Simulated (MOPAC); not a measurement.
Input for MOPAC: PM6 on H7OPSi (a complex), monomers drawn apart or pushed together.

```
PM6 1SCF PRECISE CHARGE=0 THREADS=1
H7OPSi

P     -0.24764424 1     0.17427799 1    -0.36627793 1
H      0.82048349 1    -0.50433316 1    -0.99940564 1
H     -1.26217927 1    -0.59182909 1    -0.98737294 1
H     -0.29698101 1     1.22822421 1    -1.30892415 1
O     -0.06085569 1     0.58244080 1     5.01990345 1
Si     0.34659919 1    -0.74899851 1     5.89764767 1
H     -0.09261626 1     0.49187918 1     4.05660507 1
H     -0.60278611 1    -1.87124063 1     5.67983197 1
H      0.31007940 1    -0.34277495 1     7.31756538 1
H      1.70652355 1    -1.24384023 1     5.56029204 1
```

Output:

```
*******************************************************************************
 **                                                                           **
 **                              MOPAC v23.2.5                                **
 **                                                                           **
 *******************************************************************************
 ** MOPAC's Digital Object Identifier: https://doi.org/10.5281/zenodo.6511958 **
 **                                                                           **
 ** Please cite the open-source release paper for use of this MOPAC version:  **
 ** J. E. Moussa and J. J. P. Stewart (2026)                                  **
 ** MOPAC: An open-source semiempirical molecular orbital program             **
 ** J. Open Source Softw., 11(119), 8025, https://doi.org/10.21105/joss.08025 **
 *******************************************************************************

                              PM6 CALCULATION RESULTS

 *******************************************************************************
 *  PM6        - The PM6 Hamiltonian to be used
 *
 *
 *
 *                 CHARGE ON SYSTEM = 0
 *
 *
 *
 *  PRECISE    - TIGHTER CRITERIA TO BE USED
 *  1SCF       - DO 1 SCF AND THEN STOP
 *  THREADS=1  - MULTI-THREADING NOT USED
 *  T=         - A TIME OF 172800.0 SECONDS REQUESTED
 *  DUMP=N     - RESTART FILE WRITTEN EVERY 7200.0 SECONDS REQUESTED
 *******************************************************************************
PM6 1SCF PRECISE CHARGE=0 THREADS=1
 H7OPSi

   ATOM   CHEMICAL          X               Y               Z
  NUMBER   SYMBOL      (ANGSTROMS)     (ANGSTROMS)     (ANGSTROMS)

     1       P         -0.24764424  *   0.17427799  *  -0.36627793  *
     2       H          0.82048349  *  -0.50433316  *  -0.99940564  *
     3       H         -1.26217927  *  -0.59182909  *  -0.98737294  *
     4       H         -0.29698101  *   1.22822421  *  -1.30892415  *
     5       O         -0.06085569  *   0.58244080  *   5.01990345  *
     6      Si          0.34659919  *  -0.74899851  *   5.89764767  *
     7       H         -0.09261626  *   0.49187918  *   4.05660507  *
     8       H         -0.60278611  *  -1.87124063  *   5.67983197  *
     9       H          0.31007940  *  -0.34277495  *   7.31756538  *
    10       H          1.70652355  *  -1.24384023  *   5.56029204  *



          CARTESIAN COORDINATES

    NO.       ATOM           X           Y           Z

     1         P         -0.2476      0.1743     -0.3663
     2         H          0.8205     -0.5043     -0.9994
     3         H         -1.2622     -0.5918     -0.9874
     4         H         -0.2970      1.2282     -1.3089
     5         O         -0.0609      0.5824      5.0199
     6        Si          0.3466     -0.7490      5.8976
     7         H         -0.0926      0.4919      4.0566
     8         H         -0.6028     -1.8712      5.6798
     9         H          0.3101     -0.3428      7.3176
    10         H          1.7065     -1.2438      5.5603

 General Reference for PM6:
 "Optimization of Parameters for Semiempirical Methods V: Modification of NDDO Approximations
 and Application to 70 Elements", J. J. P. Stewart, J. Mol. Mod., 13, 1173-1213 (2007)
 URL: https://link.springer.com/article/10.1007/s00894-007-0233-4

           Empirical Formula: H7 O P Si  =    10 atoms



      MOLECULAR POINT GROUP   :   C1


      RHF CALCULATION, NO. OF DOUBLY OCCUPIED LEVELS = 11


 -------------------------------------------------------------------------------
 PM6 1SCF PRECISE CHARGE=0 THREADS=1
 H7OPSi



     1SCF WAS SPECIFIED, SO BFGS WAS NOT USED
     SCF FIELD WAS ACHIEVED


                              PM6 CALCULATION
                                                       MOPAC v23.2.5 Linux




          FINAL HEAT OF FORMATION =        -58.94548 KCAL/MOL =    -246.62788 KJ/MOL


          COSMO AREA              =        150.08 SQUARE ANGSTROMS
          COSMO VOLUME            =        122.58 CUBIC ANGSTROMS

          IONIZATION POTENTIAL    =         10.304023 EV
          HOMO LUMO ENERGIES (EV) =        -10.304  0.026
          NO. OF FILLED LEVELS    =         11
          MOLECULAR WEIGHT        =         82.1140         POINT GROUP:  C1

          MOLECULAR DIMENSIONS (Angstroms)

            Atom       Atom       Distance
            H     9    H     4     8.78936
            H    10    H     3     2.56435
            H     2    O     5     2.36528


          SCF CALCULATIONS        =          1





   ATOM   CHEMICAL          X               Y               Z
  NUMBER   SYMBOL      (ANGSTROMS)     (ANGSTROMS)     (ANGSTROMS)

     1       P         -0.24764424  *   0.17427799  *  -0.36627793  *
     2       H          0.82048349  *  -0.50433316  *  -0.99940564  *
     3       H         -1.26217927  *  -0.59182909  *  -0.98737294  *
     4       H         -0.29698101  *   1.22822421  *  -1.30892415  *
     5       O         -0.06085569  *   0.58244080  *   5.01990345  *
     6      Si          0.34659919  *  -0.74899851  *   5.89764767  *
     7       H         -0.09261626  *   0.49187918  *   4.05660507  *
     8       H         -0.60278611  *  -1.87124063  *   5.67983197  *
     9       H          0.31007940  *  -0.34277495  *   7.31756538  *
    10       H          1.70652355  *  -1.24384023  *   5.56029204  *

                             CARTESIAN COORDINATES

   1    P       -0.247644240     0.174277990    -0.366277930
   2    H        0.820483490    -0.504333160    -0.999405640
   3    H       -1.262179270    -0.591829090    -0.987372940
   4    H       -0.296981010     1.228224210    -1.308924150
   5    O       -0.060855690     0.582440800     5.019903450
   6   Si        0.346599190    -0.748998510     5.897647670
   7    H       -0.092616260     0.491879180     4.056605070
   8    H       -0.602786110    -1.871240630     5.679831970
   9    H        0.310079400    -0.342774950     7.317565380
  10    H        1.706523550    -1.243840230     5.560292040


           Empirical Formula: H7 O P Si  =    10 atoms



      MOLECULAR POINT GROUP   :   C1


                  EIGENVALUES
 -29.97536 -22.35171 -19.54422 -16.71873 -14.36015 -14.35871 -13.68564 -13.37281
 -11.05487 -11.01566 -10.30402   0.02645   0.91361   1.03113   1.64200   2.12664
   2.85174   3.94793   3.95337   4.58449   4.74024   4.92364   4.96464   5.48045
 134.75735 134.76626 134.92787 135.33552 135.34562


              NET ATOMIC CHARGES AND DIPOLE CONTRIBUTIONS

  ATOM NO.   TYPE          CHARGE      No. of ELECS.   s-Pop       p-Pop       d-Pop
    1          P          -0.048380        5.0484     1.62510     3.41320     0.01009
    2          H           0.015649        0.9844     0.98435
    3          H           0.015947        0.9841     0.98405
    4          H           0.016790        0.9832     0.98321
    5          O          -0.587007        6.5870     1.66682     4.92019
    6         Si           0.278670        3.7213     1.16381     1.66294     0.89458
    7          H           0.363492        0.6365     0.63651
    8          H          -0.022606        1.0226     1.02261
    9          H          -0.010027        1.0100     1.01003
   10          H          -0.022529        1.0225     1.02253
 DIPOLE           X         Y         Z       TOTAL
 POINT-CHG.     0.338    -1.456    -0.919     1.755
 HYBRID        -0.256     0.453    -2.709     2.758
 SUM            0.082    -1.004    -3.628     3.765


          ATOMIC ORBITAL ELECTRON POPULATIONS

     Atom    s        px        py        pz      x^2-y^2     xz        z^2       yz        xy
    1  P   1.62510   0.99369   1.00721   1.41230   0.00109   0.00227   0.00038   0.00360   0.00275
    2  H   0.98435
    3  H   0.98405
    4  H   0.98321
    5  O   1.66682   1.80804   1.73456   1.37760
    6 Si   1.16381   0.65761   0.44900   0.55633   0.14104   0.05605   0.28183   0.13997   0.27569
    7  H   0.63651
    8  H   1.02261
    9  H   1.01003
   10  H   1.02253

 **********************
 *                    *
 * JOB ENDED NORMALLY *
 *                    *
 **********************




 == MOPAC DONE ==
```

The run finished.

Cost: about 0.04 core-seconds (a rough figure).
